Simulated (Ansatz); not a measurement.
GeH3(NHiPr) (C₃H₁₁GeN). Total charge 0; singlet. Geometry PBE-D4/def2-SVP.

Cartesian coordinates in Å:
```
C 0.453 -0.143 -0.779
C 1.309 1.079 -0.409
C -0.927 0.275 -1.293
Ge -0.792 -0.851 1.778
N 0.318 -1.118 0.309
H -0.695 0.559 2.448
H -2.266 -1.084 1.357
H -0.346 -1.931 2.797
H 1.234 -1.470 0.606
H 0.968 -0.672 -1.616
H 0.830 1.667 0.403
H 1.455 1.755 -1.278
H 2.313 0.768 -0.052
H -1.486 0.852 -0.523
H -0.835 0.927 -2.184
H -1.533 -0.611 -1.565
```

B3LYP takes the VWN-RPA correlation. Another isomer (singlet) lies 1.26 eV lower at PBE0-D4/def2-TZVP; other spin states weren't run for this one.

Estimate the orbital energies around the gap (eV) in Ansatz with PBE-D4/def2-SVP, PBE-D4/def2-TZVP, r2SCAN-D4/def2-TZVP, B3LYP-D4/def2-TZVP, PBE0-D4/def2-SVP.


| orbital | PBE-D4/def2-SVP | PBE-D4/def2-TZVP | r2SCAN-D4/def2-TZVP | B3LYP-D4/def2-TZVP | PBE0-D4/def2-SVP |
| --- | --- | --- | --- | --- | --- |
| HOMO−5 | -8.83 | -8.90 | -9.23 | -10.10 | -10.30 |
| HOMO−4 | -8.25 | -8.33 | -8.66 | -9.55 | -9.73 |
| HOMO−3 | -8.05 | -8.13 | -8.48 | -9.28 | -9.44 |
| HOMO−2 | -7.93 | -8.01 | -8.35 | -9.12 | -9.27 |
| HOMO−1 | -7.59 | -7.66 | -7.95 | -8.80 | -8.96 |
| HOMO | -5.04 | -5.22 | -5.49 | -6.35 | -6.44 |
| LUMO | 0.13 | -0.22 | 0.22 | 0.32 | 0.99 |
| LUMO+1 | 0.79 | 0.20 | 0.67 | 0.77 | 1.80 |
| LUMO+2 | 1.07 | 0.75 | 1.17 | 1.30 | 1.94 |
| LUMO+3 | 1.33 | 0.94 | 1.55 | 1.51 | 2.23 |
| LUMO+4 | 1.46 | 1.11 | 1.56 | 1.67 | 2.33 |
| LUMO+5 | 2.14 | 1.49 | 2.29 | 1.99 | 3.11 |
